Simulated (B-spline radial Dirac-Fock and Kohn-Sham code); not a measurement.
# Ce: input and output of one calculation

ΔSCF core binding energies without Breit or QED terms, calculated with a B-spline atomic structure program.

Input (task.json):

```json
{"items": [{"Z": 58, "q": 0, "cfg": [[1, 0, 2], [2, 0, 2], [2, 1, 6], [3, 0, 2], [3, 1, 6], [3, 2, 10], [4, 0, 2], [4, 1, 6], [4, 2, 10], [4, 3, 1], [5, 0, 2], [5, 1, 6], [5, 2, 1], [6, 0, 2]], "A": 140, "rrms": 4.8771, "do": "settings", "holes": ["K", "L3", "M5"],
  "settings": [{"rel": "dirac", "method": "hf", "nuc": "fermi", "radius_factor": 1.0, "rmax": 45.0, "h": 0.3, "order": 8, "points": 10, "c_factor": 1.0, "maxit": 60, "damp": 0.0, "ndamp": 3, "tol": 1e-08}]}]}
```

Command: `python xray2_run.py task.json out`

Ground-state iterations:

```
iter   energy (Ha)        error
   1    -8853.79748796  1.98e+00
   2    -8857.88087943  3.76e-01
   3    -8858.35185279  3.44e-01
   4    -8859.74555091  2.48e-01
   5    -8859.56451732  2.37e-01
   6    -8861.01539248  4.04e-02
   7    -8861.07060055  8.45e-03
   8    -8861.07438967  2.67e-03
   9    -8861.07472567  7.42e-04
  10    -8861.07476471  1.57e-04
  11    -8861.07476669  3.16e-05
  12    -8861.07476675  2.51e-06
  13    -8861.07476675  5.22e-07
```

The ground state converged in 13 iterations, with total energy -8861.07477 Ha, virial ratio 1.93218 and highest orbital energy -4.97 eV. ΔSCF binding energies: K (1s) 40606.6 eV, L3 (2p3/2) 5745.1 eV, M5 (3d5/2) 894.5 eV.
